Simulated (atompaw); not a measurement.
**cadmium: one change to a PAW (atompaw) potential, before and after**

* Element: Cd
* Generator: atompaw 4.2.0.5
* Type: PAW
* Functional: LDA (PW92)
* Relativity: scalar-relativistic
* Frozen core: [Kr]
* Valence charge: 12
* Reference configuration: 4d10 5s1 5p0 (charge +1)
* Partial waves: 5s (bound): rc 2.45 bohr; 5s channel at 1.3 Ry: rc 2.20 bohr; 5p (bound, empty): rc 2.45 bohr; 5p channel at 2.65 Ry: rc 2.45 bohr; 4d (bound): rc 2.00 bohr; 4d channel at 1.6 Ry: rc 2.45 bohr
* Local potential: vpsmatchnc scheme with l = 3 at 0 Ry, radius 2.15 bohr
* Core correction: smooth core density matched at 1.45 bohr
* Augmentation charge: sinc compensation charge, radius 2.20 bohr; PAW radius 2.45 bohr; waves and projectors: custom polynom2 7 10 vanderbiltortho

All-electron outer shells of the reference configuration (LDA (PW92), scalar-relativistic, ld1.x):

| shell | level (eV) | outermost node (bohr) | outermost maximum (bohr) |
| --- | --- | --- | --- |
| 4p | -75.92 | 0.43 | 0.84 |
| 4d | -20.75 | 0.42 | 0.98 |
| 5s | -13.45 | 1.06 | 2.23 |
| 5p | -7.61 | 1.19 | 2.80 |

Change: local potential vpsmatchnc scheme with l = 3 at 0 Ry, radius 2.40 bohr.

Cutoffs: the cutoffs (Ry, on a coarse ladder) from which the occupation-weighted sum of valence levels, in a spherical-Bessel basis at the reference potential, stays within 10 and 1 mRy of its value at 400 Ry; they do not see the model core or the augmentation charge, which bear on the density cutoff.

Question: What does the change do?

Answer: The potential gets neither clearly harder nor softer (25 Ry and 70 Ry → 25 Ry and 70 Ry); the bound ghosts move from p, s to s; the range in which the p phases agree narrows (upper end at the end of the scan → 0.7). A state that the projectors do not describe sees the local part alone, so a deeper or shallower local part can create or remove a ghost.

| quantity | base | changed |
| --- | --- | --- |
| cutoff, loose | 25 Ry | 25 Ry |
| cutoff, tight | 70 Ry | 70 Ry |
| loose cutoff by channel (10 mRy a level) | s 6 Ry, d 21 Ry | s 12 Ry, d 21 Ry |
| bound ghosts | s, p | s |
| s: phases at 2.47 bohr within 0.05 rad from the reference energy up to (Ry; the scan ends near 5) | 4.6 | 4.7 |
| p: phases at 2.47 bohr within 0.05 rad from the reference energy up to (Ry; the scan ends near 5) | to the end of the scan | 0.7 |
| d: phases at 2.47 bohr within 0.05 rad from the reference energy up to (Ry; the scan ends near 5) | 4.1 | 4.4 |
| lowest overlap eigenvalue by channel | s 0.19, p 0.95, d 0.66 | s 0.25, p 0.95, d 0.66 |

 A true bound ghost makes a file unfit for plane-wave use even where its test errors are small: the radial tests pick states by their node count and pass the ghost by. The cutoffs see the waves, projectors and local potential, not the compensation charge or the core.
